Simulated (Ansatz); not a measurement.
Reading a saddle point

A first-order saddle point of CH8GaN, closed shell, PBE0-D4/def2-TZVP, with one imaginary mode of 1511i cm⁻¹:

| atom | x (Å) | y (Å) | z (Å) |
| --- | --- | --- | --- |
| Ga1 | -0.5110 | -0.2122 | -1.0348 |
| N2 | 0.9649 | 1.0346 | -0.5731 |
| H3 | -0.0068 | -1.5044 | -1.7564 |
| H4 | -1.8782 | 0.5170 | -1.2441 |
| H5 | 0.4657 | 0.3147 | 0.4553 |
| C6 | -0.3314 | -0.5971 | 1.1680 |
| H7 | 0.7991 | 2.0315 | -0.5939 |
| H8 | 1.9019 | 0.8369 | -0.8962 |
| H9 | 0.4757 | -1.1820 | 1.6157 |
| H10 | -1.1284 | -1.3230 | 0.9476 |
| H11 | -0.7515 | 0.0838 | 1.9119 |

Ansatz 0.2.0; basis: def2-TZVPP and def2-QZVPP; cores frozen in the correlated methods. Filled d shells of the heavier atoms are correlated. The def2 sets are not built for correlating such inner shells, so the correlated values are less sure here. Extrapolation: Hartree–Fock as exp(−7.88 √X), correlation as X^−2.97.

(1) Which contacts change along the imaginary mode, and what lies on either side? (Judge from chemistry; the calculation decides.)

(2) Which side is lower, and how far does the saddle lie above each? (Judge from chemistry; the value comes from the calculation.)

The T1 diagnostic stays at or below 0.013. The start structure is not quite a true minimum (one mode of 52i cm⁻¹).

## Answers

(1) By the calculation: The step is GaNH₄ ([NH2][GaH2]) + CH₄ → CH₅Ga ([CH3][GaH2]) + NH₃ (still joined by a long Ga–N bond), with the molecules in contact on both sides. Shortening one way: Ga1–C6, N2–H5; lengthening the same way: Ga1–N2, H5–C6.
```
  pair  one side (Å)  saddle (Å)  other side (Å)
Ga1–C6          3.45        2.24            1.99
 N2–H5          3.12        1.35            1.01
Ga1–N2          1.82        1.99            2.16
 H5–C6          1.09        1.41            3.33
```

(2) The calculation gives: The side with Ga1–C6, N2–H5 short is lower by 15.4 kJ/mol; the saddle lies 163.2 kJ/mol above it and 147.8 kJ/mol above the other (CCSD(T) at an estimated basis limit (MP2 extrapolated from triple and quadruple zeta, plus CCSD(T) − MP2 in triple zeta); electronic energies).

Labels in which every atom is bracketed show which atoms are joined, not bond orders.

For scale, one of the runs: CCSD(T)/def2-TZVPP, 222 basis functions, launched by `ansatz run in.yaml --threads 4 --pin off --events-out ev --progress --plain --max-ram 9574MiB`. The run took 65 s on 4 CPU threads of an Arm Neoverse V2 (shared host), with 3.5 GiB of host memory at its peak.
